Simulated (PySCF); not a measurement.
A structure optimised at B3LYP-D3(BJ)/def2-TZVP, used in a PySCF frequency run:

```xyz
6

Sn     0.0008     0.5691     0.0000
S     -0.0807    -1.8586     0.0000
H      0.8139     1.1144    -1.4024
H     -1.6344     1.0539     0.0000
H      0.8139     1.1144     1.4024
H      1.2556    -2.0025     0.0000
```

### Question
Write its SMILES, formula and point group.

### Answer
[SH][SnH3], H4SSn, Cs

### Question
What are its rotational constants (standard atomic weights)?

### Answer
51.888, 3.1524, 3.1172 GHz
